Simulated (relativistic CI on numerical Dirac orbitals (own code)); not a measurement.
# Hyperfine structure of Bi LXV, mass number 207

Method of calculation: Dirac-Coulomb-Breit CI, orbitals from a KLI potential per configuration, a model potential for QED, unscaled Slater integrals (own radial code, finite nucleus).

Configuration list (outside the closed core [Ne]): 3s2 3p6 3d, 3s2 3p5 3d2, 3s 3p6 3d2, 3s2 3p6 4s, 3s2 3p6 4p, 3s2 3p6 4d, 3s2 3p5 3d 4s, 3s2 3p6 4f, 3s2 3p5 3d 4p, 3p6 3d3, 3p5 3d4, 3p5 3d3 4s. Double excitations out of closed p, d and f shells are left out; levels of such configurations are missing from the list, as are those of other unlisted configurations, and high levels can miss mixing partners. These lack a partner that the ground configuration has and come out too high: 3s2 3p5 3d 4p.

Nuclear spin I = 9/2, μ = 4.0729 μN, Q = -0.76 b (tables of Stone and Pyykkö). The electronic factors are computed for point nuclear moments, without core polarisation or the Bohr-Weisskopf and QED corrections.

```tsv
Level	E (Ry)	A (GHz)	B (GHz)
3s2 3p6 3d 2D_3/2	0.0000	152.4	-88.5
3s2 3p6 3d 2D_5/2	9.7287	58.91	-103
3s2 3p5 3d2 4D°_1/2	21.9317	30.59	
3s2 3p5 3d2 4G°_9/2	31.2061	148.4	446
3s2 3p5 3d2 2H°_11/2	32.1393	143.4	311
```

Levels with J = 0, under 50 % of one LS term, or S terms without an open s electron are left out. Small factors come from cancelling terms and can be off by tens of per cent or more.

At this charge energies of transitions that change n are usually good to better than 1 %, and those within a shell (Δn = 0) to a few per cent.

**Question.** Give the hyperfine levels of 3s2 3p6 3d 2D_3/2 relative to its centre of gravity.

**Answer.** With K = F(F + 1) − I(I + 1) − J(J + 1), E = AK/2 + B[¾K(K + 1) − I(I + 1)J(J + 1)]/[2I(2I − 1)J(2J − 1)]: F = 3: -1297, F = 4: -629, F = 5: 151.2, F = 6: 1006 GHz.

LS names give the leading component of a level, which can be under half, so a name can repeat, a term be missing and a line seem to break the LS rules.
